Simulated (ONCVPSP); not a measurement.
Ti, ONCV: configuration errors across variants

Ti (Z = 22), optimised norm-conserving Vanderbilt (ONCV), made with ONCVPSP 4.0.1 (revPBE, scalar-relativistic). Core [Ne] 3s2, reference 3p6 3d2 4s1.75 (charge +0.25). Waves: 4s: rc 2.90 bohr, ncon 4, nbas 8, qcut 2.9 1/bohr, 2 projectors, debl 2.5 Ha; 3p: rc 1.65 bohr, ncon 3, nbas 6, qcut 9.8 1/bohr, 2 projectors, debl 2.2 Ha; 3d: rc 2.55 bohr, ncon 3, nbas 7, qcut 6.1 1/bohr, 2 projectors, debl 1.5 Ha. Local part: polynomial inside 1.10 bohr (lpopt 5, dvloc0 1 Ha). Core correction: Teter function, fcfact 3.5, rcfact 1.55.

All-electron excitation energies from the reference (eV): (1) 3p6 3d2 4s2 -1.279; (2) 3p6 3d2 4s1 6.000; (3) 3p6 3d2 4s0 19.431; (4) 3p6 3d2.5 4s1.5 -0.924.

4 further variants failed, have other tests or too few solved ones, and are left out.

A true bound ghost makes a file unfit for plane-wave use even where its test errors are small: the radial tests pick states by their node count and pass the ghost by.

Errors AE − PS in meV (a dash: test not solved or not reliable):

| change | (1) | (2) | (3) | (4) | bound ghosts | GHOST(+) flags above zero |
| --- | --- | --- | --- | --- | --- | --- |
| base | +0.1 | -1.0 | -1.0 | +25 | s | none |
| s: qcut 1.7 | +0.1 | -1.4 | -7.3 | +32 | s | none |
| s: qcut 2 | 0.0 | -1.7 | -5.1 | +29 | s | none |
| s: qcut 2.3 | 0.0 | -1.9 | -3.3 | +27 | s | none |
| s: qcut 3.1 | +0.1 | -1.0 | -0.6 | +24 | s | none |

(1) Give the same row for: s: qcut 2.7.

Answers

(1) +0.1, -1.2, -1.5, +25; bound ghosts: s; GHOST(+) flags above zero: none.
